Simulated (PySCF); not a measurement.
r2SCAN on Nb⁻ (niobium, charge -1), [Kr] 4d4 5s2, high-spin 5D determinant. All numbers are calculated (PySCF 2.14, scalar relativity through the core potential, in aug-cc-pwCVTZ-PP with ECP28MDF).

```
cycle= 1 E= -56.6927658272315  delta_E= -0.0149  |g|= 0.0228  |ddm|= 2.96
cycle= 2 E= -56.6936528679632  delta_E= -0.000887  |g|= 0.00622  |ddm|= 0.231
cycle= 3 E= -56.6937516145249  delta_E= -9.87e-05  |g|= 0.00387  |ddm|= 0.101
cycle= 4 E= -56.693767694557  delta_E= -1.61e-05  |g|= 0.00384  |ddm|= 0.022
cycle= 5 E= -56.6937817056837  delta_E= -1.4e-05  |g|= 0.000297  |ddm|= 0.0233
cycle= 6 E= -56.6937820975597  delta_E= -3.92e-07  |g|= 4.82e-05  |ddm|= 0.00593
cycle= 7 E= -56.6937821108081  delta_E= -1.32e-08  |g|= 1.68e-05  |ddm|= 0.000986
cycle= 8 E= -56.693782111945  delta_E= -1.14e-09  |g|= 6.63e-06  |ddm|= 0.000316
cycle= 9 E= -56.6937821121207  delta_E= -1.76e-10  |g|= 8.11e-07  |ddm|= 9.88e-05
converged SCF energy = -56.6937821121207  <S^2> = 6.1857494  2S+1 = 5.0737558
```

Highest occupied orbital energy: 1.091 eV; ⟨L²⟩ = 6.07; populations by l: s 3.99, p 6.00, d 4.01, f 0.00.

**Question.** Can this result be used?

**Answer.** With care. The run converged. Energies and moments cover only the electrons outside the core potential. ⟨S²⟩ = 6.19 against 6.00 shows spin contamination. At r2SCAN the highest occupied level has a positive energy, so only the finite basis holds that electron; in a semilocal or global hybrid functional this comes from self-interaction and does not mean that the real anion is unbound.
